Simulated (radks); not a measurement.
Coulomb parameter of the 5d shell of neutral osmium in the model configuration [Xe] 4f14 5d6.5 6s1.5, as a second difference U = [E(n + 0.5) + E(n - 0.5) - 2 E(n)] / (0.5)^2 with all orbitals relaxed. "Bare": the charge of the atom changes with n. "Screened": the 6s shell takes up the change at fixed total charge, which measures U(5d,5d) + U(6s,6s) - 2 U(5d,6s). Calculated with a radial shooting solver on a logarithmic mesh with Libxc functionals: Dirac Kohn-Sham, PBE, spin-unpolarised, spherical densities, finite nucleus; open shells are shared between the two j in proportion to 2j + 1; Fermi nuclear charge, rms radius 5.4126 fm.

case                   configuration  E - E(n) (eV)
start          [Xe] 4f14 5d6.5 6s1.5          0.000
bare +0.5        [Xe] 4f14 5d7 6s1.5         -1.702
bare -0.5        [Xe] 4f14 5d6 6s1.5          3.869
screened +0.5      [Xe] 4f14 5d7 6s1          0.255
screened -0.5      [Xe] 4f14 5d6 6s2         -0.047

U(bare) = 8.667 eV, U(screened by 6s) = 0.830 eV. The step up makes a negative ion, whose loosely bound charge lowers the bare value.
